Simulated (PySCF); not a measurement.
**Spinor energies of Ga⁺ (gallium, charge +1)**

Start: [Ar] 3d10 4s1 5s1; 4s1/2 filled at m_j = +1/2; 5s1/2 filled at m_j = +1/2. Calculated with PySCF 2.14 in x2c-TZVPall-2c with one added diffuse shell each of s, p, d type (7s8p5d1f, 63 functions): generalised Hartree-Fock with the X2C-1e Hamiltonian and a Gaussian nucleus; one run each with spin-orbit coupling (SO) switched off, then screened by Boettger's factors. This is a chosen level, not necessarily the ground level.

```json
{"spinor shell": "1s1/2", "electrons": "2", "ε, spin-free (eV)": "-10456.1", "ε, screened SO (eV)": "-10455.9", "weight of nominal j (screened SO)": "1.000", "rms radius, screened SO (bohr)": "0.0560"}
{"spinor shell": "2s1/2", "electrons": "2", "ε, spin-free (eV)": "-1355.6", "ε, screened SO (eV)": "-1355.6", "weight of nominal j (screened SO)": "1.000", "rms radius, screened SO (bohr)": "0.235"}
{"spinor shell": "2p1/2", "electrons": "2", "ε, spin-free (eV)": "-1177.5", "ε, screened SO (eV)": "-1196.4", "weight of nominal j (screened SO)": "1.000", "rms radius, screened SO (bohr)": "0.209"}
{"spinor shell": "2p3/2", "electrons": "4", "ε, spin-free (eV)": "-1177.5", "ε, screened SO (eV)": "-1168.3", "weight of nominal j (screened SO)": "1.000", "rms radius, screened SO (bohr)": "0.212"}
{"spinor shell": "3s1/2", "electrons": "2", "ε, spin-free (eV)": "-193.44", "ε, screened SO (eV)": "-193.44", "weight of nominal j (screened SO)": "1.000", "rms radius, screened SO (bohr)": "0.699"}
{"spinor shell": "3p1/2", "electrons": "2", "ε, spin-free (eV)": "-137.56", "ε, screened SO (eV)": "-140.20", "weight of nominal j (screened SO)": "1.000", "rms radius, screened SO (bohr)": "0.730"}
{"spinor shell": "3p3/2", "electrons": "4", "ε, spin-free (eV)": "-137.56", "ε, screened SO (eV)": "-136.29", "weight of nominal j (screened SO)": "1.000", "rms radius, screened SO (bohr)": "0.741"}
{"spinor shell": "3d3/2", "electrons": "4", "ε, spin-free (eV)": "-46.179", "ε, screened SO (eV)": "-46.492", "weight of nominal j (screened SO)": "0.988", "rms radius, screened SO (bohr)": "0.885"}
{"spinor shell": "3d5/2", "electrons": "6", "ε, spin-free (eV)": "-46.179", "ε, screened SO (eV)": "-45.970", "weight of nominal j (screened SO)": "0.992", "rms radius, screened SO (bohr)": "0.888"}
{"spinor shell": "4s1/2", "electrons": "1", "ε, spin-free (eV)": "-24.677", "ε, screened SO (eV)": "-24.678", "weight of nominal j (screened SO)": "1.000", "rms radius, screened SO (bohr)": "2.28"}
{"spinor shell": "5s1/2", "electrons": "1", "ε, spin-free (eV)": "-7.461", "ε, screened SO (eV)": "-7.461", "weight of nominal j (screened SO)": "1.000", "rms radius, screened SO (bohr)": "6.07"}
```

```tsv
quantity	spin-free	screened SO
E (hartree)	-1941.51882	-1941.58187
M_J	1	1
⟨J²⟩	2.001	2.001
⟨L²⟩	0.000	0.002
⟨S²⟩	2.001	2.002
```

Each row is a mean over spinors that exchange with the open shell spreads, by up to 0.544 eV (3s1/2).

Without spin-orbit coupling the j labels of p, d and f shells carry no meaning; the spin-free column gives the mean over the occupied spinors of each nl shell.
